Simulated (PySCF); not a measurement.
## Electron correlation in Be (beryllium, neutral)

[He] 2s1 3s1, high-spin 3S determinant (an excited configuration). Computed with PySCF 2.14 in aug-cc-pVQZ-DK (6s5p4d3f2g, 80 functions), with scalar relativity by spin-free X2C-1e. Frozen: 1s2; 2 electrons correlated.

With two correlated electrons CCSD is exact within the correlated space (frozen core and kept virtual orbitals).

```
level  correlation energy (mhartree)
 CCSD                          -4.93
```

Diagnostics: T1 = 0.019, D1 = 0.0371, largest double amplitude 0.070.

Q: Is a single reference adequate?

A: Yes: T1 lies below 0.03 and no double amplitude reaches 0.07.
